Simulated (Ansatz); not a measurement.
# Molecular dynamics of C$_{2}$H$_{11}$NSi$_{2}$

Input file:

```yaml
crystal:
  periodic: [false, false, false]
  atoms:
    - { symbol: Si, position_ang: [0.02683, -0.031378, -0.07667] }
    - { symbol: Si, position_ang: [-0.084286, -0.036308, 2.294694] }
    - { symbol: H, position_ang: [-1.517979, -0.094535, 2.759555] }
    - { symbol: H, position_ang: [0.6387, -1.224305, 2.874625] }
    - { symbol: H, position_ang: [0.538208, 1.207224, 2.874897] }
    - { symbol: "N", position_ang: [1.660777, 0.011242, -0.773863] }
    - { symbol: C, position_ang: [2.463391, -1.194254, -0.882275] }
    - { symbol: H, position_ang: [1.81909, -2.077058, -0.942382] }
    - { symbol: H, position_ang: [3.070273, -1.16045, -1.798138] }
    - { symbol: H, position_ang: [3.152563, -1.332027, -0.031032] }
    - { symbol: C, position_ang: [2.407391, 1.253795, -0.860057] }
    - { symbol: H, position_ang: [3.015168, 1.264395, -1.775864] }
    - { symbol: H, position_ang: [1.723446, 2.10717, -0.904943] }
    - { symbol: H, position_ang: [3.089505, 1.40771, -0.005805] }
    - { symbol: H, position_ang: [-0.703818, 1.185112, -0.583407] }
    - { symbol: H, position_ang: [-0.635759, -1.286433, -0.582234] }
basis:
  gaussian: { orbitals: "6-31G" }
hamiltonian:
  xc: pbe0
  dispersion: d4
md:
  timestep: 0.5
  n_steps: 300
  ensemble: nvt_nose_hoover
  temperature: 1000.0
  initial_velocities: maxwell_boltzmann
  seed: 477897
  nose_hoover: { tau: 20.0, chain_length: 5 }
```

Launched with:

```bash
$ ansatz run input.yaml --threads 1 --pin off --max-ram 2048MiB --backend cpu --events-out ev --progress --plain --runs-dir out
```

It starts from a relaxed structure.

Output, in part (step lines, the closing report, with atoms numbered from 0):

```
md step     0: t =     0.00 fs  T =  1000.0 K  F+E_penalty+E_count = -19483.91119078 eV  E_kin = 1.809640 eV  conserved = -19482.10155080 eV  (24 SCF iters)
[... lines left out ...]
Total energy: -19482.52355284 eV, -715.9695348382 hartree
Atom 0 at     0.178237    -0.417510     0.033807 Å, force     0.564651    -0.966245    -1.292637 eV/Å
Atom 1 at    -0.323924     0.375230     2.086367 Å, force    -0.496458     0.125208     0.897195 eV/Å
Atom 2 at    -1.903596     0.249074     2.195976 Å, force     1.270336    -0.108334     0.267542 eV/Å
Atom 3 at     0.601182    -0.381592     3.056083 Å, force    -0.694987     0.494957     0.133448 eV/Å
Atom 4 at    -0.048118     1.871163     2.034048 Å, force     0.038184    -0.281711     0.248557 eV/Å
Atom 5 at     1.861169    -0.110657    -0.547005 Å, force    -0.812009     2.028859     0.824834 eV/Å
Atom 6 at     2.289252    -1.013620    -1.566516 Å, force     0.167360    -1.537183    -0.583196 eV/Å
Atom 7 at     3.298451    -0.932756    -1.965208 Å, force     0.232861     1.177116    -0.157612 eV/Å
Atom 8 at     2.398646    -1.991075    -1.101707 Å, force    -0.386455    -0.814856     0.029216 eV/Å
Atom 9 at     1.576537    -1.148107    -2.423800 Å, force     0.545345     0.390167     0.446387 eV/Å
Atom 10 at     2.618416     1.147790    -0.102471 Å, force    -0.496176    -1.956946    -2.028359 eV/Å
Atom 11 at     3.300847     1.421238    -0.948844 Å, force    -0.445427     0.001085     0.496028 eV/Å
Atom 12 at     1.792925     1.955122    -0.096279 Å, force     1.913986    -0.847714     1.226265 eV/Å
Atom 13 at     3.317357     0.767602     0.720853 Å, force    -1.355322     1.656435    -0.253881 eV/Å
Atom 14 at    -1.002582     0.234731    -0.673071 Å, force     0.204556    -0.086999    -0.577033 eV/Å
Atom 15 at     0.091931    -1.951843    -0.212831 Å, force    -0.250445     0.726160     0.323246 eV/Å
Dipole moment:     0.218192     0.074548    -0.029510 e Å
```

The steps, from the saved trajectory:

| time (fs) | T (K) | potential energy less start (eV) | conserved less start (meV/atom) |
| --- | --- | --- | --- |
| 0 | 1000 | 0.000 | 0.00 |
| 5 | 549 | 0.829 | 0.20 |
| 10 | 573 | 0.841 | 0.16 |
| 15 | 631 | 0.875 | 0.18 |
| 20 | 719 | 0.908 | 0.24 |
| 25 | 710 | 1.155 | 0.27 |
| 30 | 693 | 1.316 | 0.24 |
| 35 | 871 | 1.119 | 0.18 |
| 40 | 710 | 1.508 | 0.35 |
| 45 | 1149 | 0.841 | 0.18 |
| 50 | 772 | 1.640 | 0.43 |
| 55 | 976 | 1.380 | 0.28 |
| 60 | 921 | 1.614 | 0.36 |
| 65 | 1053 | 1.508 | 0.31 |
| 70 | 1040 | 1.663 | 0.34 |
| 75 | 1333 | 1.248 | 0.33 |
| 80 | 1409 | 1.156 | 0.32 |
| 85 | 1131 | 1.598 | 0.40 |
| 90 | 1296 | 1.157 | 0.31 |
| 95 | 1070 | 1.348 | 0.33 |
| 100 | 1105 | 0.997 | 0.19 |
| 105 | 669 | 1.523 | 0.34 |
| 110 | 812 | 1.109 | 0.20 |
| 115 | 669 | 1.272 | 0.24 |
| 120 | 631 | 1.322 | 0.24 |
| 125 | 674 | 1.277 | 0.23 |
| 130 | 825 | 1.075 | 0.23 |
| 135 | 855 | 1.123 | 0.22 |
| 140 | 726 | 1.445 | 0.32 |
| 145 | 1056 | 0.975 | 0.24 |
| 150 | 887 | 1.388 | 0.34 |

All steps were run. The conserved energy stayed within 0.48 meV per atom of its start (net change 0.34 meV per atom), so the integration is sound. A run of 0.15 ps of so small a system gives no equilibrium averages. Limits of this set-up: no polarisation functions.

The same pairs are bonded in the first frame and the last. Pairs count as bonded within 1.25 times the sum of covalent radii (0.12 Å more for H–H).

Last frame:

```xyz
16
Properties=species:S:1:pos:R:3
Si 0.178 -0.417 0.034
Si -0.324 0.375 2.086
H -1.904 0.249 2.196
H 0.601 -0.382 3.056
H -0.048 1.871 2.034
N 1.861 -0.111 -0.547
C 2.289 -1.014 -1.567
H 3.299 -0.933 -1.965
H 2.399 -1.991 -1.102
H 1.577 -1.148 -2.424
C 2.618 1.148 -0.102
H 3.301 1.421 -0.949
H 1.793 1.955 -0.096
H 3.317 0.768 0.721
H -1.003 0.235 -0.673
H 0.092 -1.952 -0.213
```

The run took 28 min on 1 thread of Arm Neoverse V1 (shared host), peak memory 0.18 GiB.
